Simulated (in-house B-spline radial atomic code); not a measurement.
Sb II (Sb+) is squeezed into an impenetrable sphere of radius R (the orbitals vanish at R). Method: non-relativistic PBE, spin-polarised, spherical fractional occupations, point nucleus. Calculated with a radial B-spline atomic code at the basis-set limit.

Energies in eV above the free ion in [Kr] 4d10 5s2 5p2:

```json
{"R (bohr)": "7.91", "highest level (eV)": "-12.6", "[Kr] 4d10 5s2 5p2": "0.01754", "[Kr] 4d10 4f1 5s1 5p2": "20.66", "[Kr] 4d10 5s1 5p2 5f1": "27.67", "-dE/dV in [Kr] 4d10 5s2 5p2 (GPa)": "0.04"}
{"R (bohr)": "6.9", "highest level (eV)": "-12.5", "[Kr] 4d10 5s2 5p2": "0.0914", "[Kr] 4d10 4f1 5s1 5p2": "21.6", "[Kr] 4d10 5s1 5p2 5f1": "30.86", "-dE/dV in [Kr] 4d10 5s2 5p2 (GPa)": "0.267"}
{"R (bohr)": "5.14", "highest level (eV)": "-11.4", "[Kr] 4d10 5s2 5p2": "1.496", "[Kr] 4d10 4f1 5s1 5p2": "25.9", "[Kr] 4d10 5s1 5p2 5f1": "42.03", "-dE/dV in [Kr] 4d10 5s2 5p2 (GPa)": "7.67"}
{"R (bohr)": "4.41", "highest level (eV)": "-9.42", "[Kr] 4d10 5s2 5p2": "4.729", "[Kr] 4d10 4f1 5s1 5p2": "31.19", "[Kr] 4d10 5s1 5p2 5f1": "52.3", "-dE/dV in [Kr] 4d10 5s2 5p2 (GPa)": "33.1"}
{"R (bohr)": "3.4", "highest level (eV)": "-0.924", "[Kr] 4d10 5s2 5p2": "24.2", "[Kr] 4d10 4f1 5s1 5p2": "53.91", "[Kr] 4d10 5s1 5p2 5f1": "87.97", "-dE/dV in [Kr] 4d10 5s2 5p2 (GPa)": "302"}
{"R (bohr)": "3.16", "highest level (eV)": "3.58", "[Kr] 4d10 5s2 5p2": "36.39", "[Kr] 4d10 4f1 5s1 5p2": "66.43", "[Kr] 4d10 5s1 5p2 5f1": "105.9", "-dE/dV in [Kr] 4d10 5s2 5p2 (GPa)": "542"}
{"R (bohr)": "2.71", "highest level (eV)": "18.5", "[Kr] 4d10 5s2 5p2": "81.82", "[Kr] 4d10 4f1 5s1 5p2": "110.3", "[Kr] 4d10 5s1 5p2 5f1": "165.1", "-dE/dV in [Kr] 4d10 5s2 5p2 (GPa)": "1810"}
{"R (bohr)": "2.12", "highest level (eV)": "70.1", "[Kr] 4d10 5s2 5p2": "274.9", "[Kr] 4d10 4f1 5s1 5p2": "286.2", "[Kr] 4d10 5s1 5p2 5f1": "382.6", "-dE/dV in [Kr] 4d10 5s2 5p2 (GPa)": "11900"}
{"R (bohr)": "1.64", "highest level (eV)": "202", "[Kr] 4d10 5s2 5p2": "906.3", "[Kr] 4d10 4f1 5s1 5p2": "851.8", "[Kr] 4d10 5s1 5p2 5f1": "1029", "-dE/dV in [Kr] 4d10 5s2 5p2 (GPa)": "79600"}
{"R (bohr)": "1.46", "highest level (eV)": "309", "[Kr] 4d10 5s2 5p2": "1516", "[Kr] 4d10 4f1 5s1 5p2": "1399", "[Kr] 4d10 5s1 5p2 5f1": "1633", "-dE/dV in [Kr] 4d10 5s2 5p2 (GPa)": "182000"}
```

(1) Does [Kr] 4d10 4f1 5s1 5p2 fall below [Kr] 4d10 5s2 5p2 under compression?

(2) Does [Kr] 4d10 5s1 5p2 5f1 fall below [Kr] 4d10 5s2 5p2 under compression?

The highest level is first positive in the row R = 3.16 bohr, pushed up by confinement above the zero of the free ion's potential. Each configuration is held fixed and needn't be the lowest in the sphere.

Results:

(1) Yes, between R = 2.12 and 1.64 bohr the order changes (near 2.04 bohr by linear interpolation).

(2) No, it stays above over the whole range.
